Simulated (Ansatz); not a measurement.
`[Cl][In]([Cl])[CH]1BO1`. Charge 0, multiplicity 1. Correlated methods include outer-core shells of In, which these sets cover unevenly. In: def2 effective core potential.

| atom | x (Å) | y (Å) | z (Å) |
| --- | --- | --- | --- |
| Cl1 | -0.7740 | -0.5561 | -2.9647 |
| In2 | 0.7603 | -0.1660 | -1.2734 |
| Cl3 | 2.9190 | 0.1938 | -2.0366 |
| C4 | 0.1990 | -0.0598 | 0.7758 |
| B5 | -1.1466 | 0.4312 | 1.2627 |
| O6 | -0.9999 | -0.8855 | 1.1761 |
| H7 | 1.0217 | -0.1643 | 1.4804 |
| H8 | -1.9794 | 1.2068 | 1.5797 |

Q: Give the diagnostics of a CCSD(T)/def2-TZVPP run (frozen core, Ansatz 0.2.0). (An estimate is asked.)

A: The calculation gave: T1 = 0.0150, largest single amplitude 0.033, largest double 0.025, (T) share of the correlation energy 4.1 %, 10 CCSD cycles. The RHF solution is stable towards an unrestricted one. T1 lies under the customary mark of 0.02 for closed shells.
